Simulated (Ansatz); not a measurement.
Mulliken charges of `[Sn][Te]` from B3LYP/def2-TZVPP in Ansatz (PBE0-D4/def2-TZVP geometry).

```tsv
atom	x (Å)	y (Å)	z (Å)	charge (e)
Sn1	0.000	0.000	0.009	0.323
Te2	0.000	0.000	2.527	-0.323
```

By hand: the dipole of these point charges (1 e Å = 4.8032 D).

Σ q r = (0.000, 0.000, -0.813) e Å, of length 0.813 e Å = 3.91 D.

How does the dipole of the full density compare? (Estimate.)

Computed: (0.000, 0.000, -0.509) e Å, 2.44 D; the point charges give 1.60 times that, at 0° from its direction.

Point charges leave out the atoms' own dipoles, such as those of lone pairs, and Mulliken's split depends on the basis, so the two needn't agree.

B3LYP here is the variant with VWN-RPA as its local correlation; programs differ in this.
